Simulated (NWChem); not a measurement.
# CaCl2; SMILES [Cl][Ca][Cl]

```xyz
3

Ca     0.0000     0.0000     0.2334
Cl     2.4166     0.0000    -0.1373
Cl    -2.4166     0.0000    -0.1373
```
Atoms are numbered in this order, from 1.

All runs: NWChem. Pople sets run with spherical d functions. All runs use the structure optimised with PBE0/def2-SVP. B3LYP is NWChem's, with the RPA form of VWN correlation. Vertical excitations in the gas phase; the lowest state need not have the same character in each row.

```json
[
 {"level": "PBE/6-31+G*, full TDDFT", "lowest excitation, singlet (eV)": "4.20", "orbital gap (eV)": "4.15"},
 {"level": "B3LYP/6-31+G*, full TDDFT", "lowest excitation, singlet (eV)": "4.65", "orbital gap (eV)": "5.54"},
 {"level": "LRC-wPBEh/6-31+G*, full TDDFT", "lowest excitation, singlet (eV)": "5.40", "orbital gap (eV)": "9.39"},
 {"level": "BHandHLYP/6-31+G*, full TDDFT", "lowest excitation, singlet (eV)": "___", "orbital gap (eV)": "___"}
]
```

Q: Some entries are withheld; supply them.

A: 
- BHandHLYP/6-31+G*, full TDDFT, lowest excitation, singlet (eV): 5.45
- BHandHLYP/6-31+G*, full TDDFT, orbital gap (eV): 7.74
